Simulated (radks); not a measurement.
Q: Coherent X-ray form factor from a spherical all-electron density. Method: scalar-relativistic Kohn-Sham, r2SCAN, spin-polarised, spherical densities, finite nucleus; meta-GGA in the generalised Kohn-Sham scheme; Fermi nuclear charge, rms radius of each element as measured or else 0.836 A^(1/3) + 0.57 fm; computed with a radial shooting solver on a logarithmic mesh with Libxc functionals.

sin(theta)/lambda (1/angstrom)  f0 (electrons)
0.05                                    27.970
0.1                                     27.881
0.15                                    27.733
0.2                                     27.528
0.25                                    27.267
0.3                                     26.953
0.4                                     26.177
0.5                                     25.223
0.6                                     24.123
0.8                                     21.615
1                                       18.920
1.25                                    15.645
1.5                                     12.772
2                                        8.706

The species is in the configuration that NIST lists as its ground one. Which atom or ion scatters so?

A: The barium ion Ba28+, [Ar] 3d10. Extrapolating in s^2 from the first two rows gives f0(0) = 28.0, near the electron count 28; among species with that count, the fall with angle is slower the higher Z, and the table is that of Z = 56; from so few rows the species is fixed only to a neighbour or two.
